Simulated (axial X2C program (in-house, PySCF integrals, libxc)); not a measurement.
BrF⁻: bond constants with and without spin–orbit coupling

Calculated with an axial X2C code built on PySCF integrals. Spin-free means the one-electron spin-free X2C Hamiltonian; two-component (2c) means X2C with spin–orbit coupling and atomic mean-field two-electron Coulomb and Gaunt terms, so the difference of the two also holds small scalar two-electron terms. Basis: Br dyall-acv3z [9s10p7d5f1g], F dyall-av3z [7s6p3d2f] (cores contracted in-house); Gaussian nuclei, density fitting, unrestricted open shells. Masses: Br 78.918 u, F 18.998 u.

The run was started with this input:
```json
{"zs": [35, 9], "q": -1, "bas": ["dyall-acv3z", "dyall-av3z"], "levels": ["PBE0", "HF", "PBE"], "cc": true, "r0": 1.78, "thr": -2.0, "nmax": 90, "npts": 10, "nst": 2, "ntry": 6}
```
```bash
python so2c.py task.json out
```

Keys: zs atomic numbers; q charge; bas basis sets; levels methods; cc coupled cluster on or off; r0 starting distance in Å; thr threshold in hartree for freezing inner shells (an s shell follows its p shell); nmax most natural virtual spinors; npts points on the curve; nst determinants followed; ntry starts of the search. HF also brings MP2.

State, spin-free: M_S = 1/2, Λ = 0 (beyond evenly filled blocks: σα); electrons by block: σα: 11, σβ: 10, π+α: 5, π+β: 5, π-α: 5, π-β: 5, δ+α: 1, δ+β: 1, δ-α: 1, δ-β: 1. Fragments: Br- + F for PBE0; Br + F- for PBE.

State, 2c: Ω = 1/2 (⟨Sz⟩ = 0.49, ⟨Lz⟩ = 0.01 at PBE0); electrons by block: 1/2: 16, -1/2: 15, 3/2: 6, -3/2: 6, 5/2: 1, -5/2: 1. Fragments: Br- + F for PBE0; Br + F- for PBE.

```tsv
Hamiltonian	level	Re (Å)	ωe (cm⁻¹)	ωexe (cm⁻¹)	Be (cm⁻¹)	αe (cm⁻¹)	De (eV)	k (mdyn/Å)	μ (D)
spin-free	PBE0	2.286	279.3	2.78	0.2106	0.00237	1.66	0.704	-2.80
spin-free	PBE	2.345	244.5	3.04	0.2002	0.00269	1.98	0.54	-2.93
2c	PBE0	2.289	277.3	2.81	0.2101	0.0024	1.67	0.694	-2.83
2c	PBE	2.349	241.9	3.1	0.1995	0.00274	1.89	0.528	-2.95
```

Dipoles are positive if F is the positive end and refer to the centre of mass.

The state is one determinant whose occupation by symmetry is held fixed; it was picked as the lowest of a PBE0 search that is not exhaustive. De is counted from the lowest determinant-based energies of the atoms at the same level, without counterpoise correction. Density functionals use the spin component along the axis (collinear). In 2c an atomic determinant is not the ground J level, so De misses part of the atomic spin–orbit lowering. This holds for PBE0. The functionals have no current-density term, which raises determinants with orbital currents, atoms included. The highest occupied level of some functionals is positive through self-interaction error; at Hartree–Fock it is bound.

No reliable constants came from CCSD (2c), CCSD (spin-free), CCSD(T) (2c), CCSD(T) (spin-free), HF (2c), HF (spin-free), MP2 (2c), MP2 (spin-free): no minimum in range, unconverged points, a curve that is not smooth, a change of character along it, or the two Hamiltonians disagreeing along it.

Rough cost a point (2c) on 1 thread(s) of a shared host, integrals apart: PBE0 0.6 s, PBE 0.3 s.

The whole task took 3 min on 1 thread of Arm Neoverse V1 (shared host).
